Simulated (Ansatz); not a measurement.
`[F][In]([Cl])[Cl]` + silanol → `[F][In]([Cl])[O][SiH3]` + HCl at 700 K and 1 bar (ligand exchange at the In–Cl bond).

Isolated molecules relaxed with PBE0-D4/def2-TZVP in Ansatz; ΔE leaves out vibrations. CCSD(T)/CBS is the MP2 limit (def2-TZVPP, def2-QZVPP) plus CCSD(T) − MP2 in def2-TZVPP, frozen cores. This one scheme is used for every species. Elements past krypton have def2 core potentials. For In outer-core shells are correlated without core-valence functions, which leaves a few kJ/mol of doubt a bond. Each species was taken in one conformer, which may not be the lowest.

```tsv
species	CCSD(T)/CBS energy (Eh)	H − E (kJ/mol)	S (J/(mol·K))
`[F][In]([Cl])[Cl]`	-1209.28900	59.6	406.6
`O[SiH3]`	-366.69042	144.6	321.6
`[F][In]([Cl])[O][SiH3]`	-1115.57293	162.2	523.2
HCl	-460.38127	38.4	211.8
```

H − E and S are ideal-gas, rigid-rotor, harmonic terms from PBE0-D4/def2-TZVP, for one conformer and one mirror image of each species. 1 Eh = 2625.50 kJ/mol, R = 8.31446 J/(mol·K).

Problem. By hand: ΔE, ΔH, ΔS and ΔG.

Solution. ΔE = (-1115.57293) + (-460.38127) − (-1209.28900) − (-366.69042) = 0.02522 Eh = 66.2 kJ/mol. Δ(H − E) = 162.2 + 38.4 − 59.6 − 144.6 = -3.6, so ΔH = 62.6 kJ/mol. ΔS = 523.2 + 211.8 − 406.6 − 321.6 = 6.8 J/(mol·K). ΔG = 62.6 − 700 × (6.8)/1000 = 57.8 kJ/mol.

Problem. By hand: the equilibrium constant, and the temperature at which ΔG would vanish if ΔH and ΔS stayed fixed.

Solution. log₁₀ K = −ΔG/(RT ln 10) = -4.3. ΔG = 0 at ΔH/ΔS = 9206 K, far beyond where these terms or the molecules hold.

The number of gas molecules stays the same, so ΔS is small and ΔH decides. A doubt of 5 kJ/mol in ΔE shifts log₁₀ K by 0.4 here. Other conformers and mirror images would add mixing entropy, several J/(mol·K) or more a flexible species. Modes under 60 cm⁻¹, often nearly free rotors, make the harmonic entropy too high. These are equilibria of isolated gas molecules and say nothing of rates. Largest T1 diagnostic: 0.015 (customary marks: 0.02 for closed shells, 0.045 for open ones).
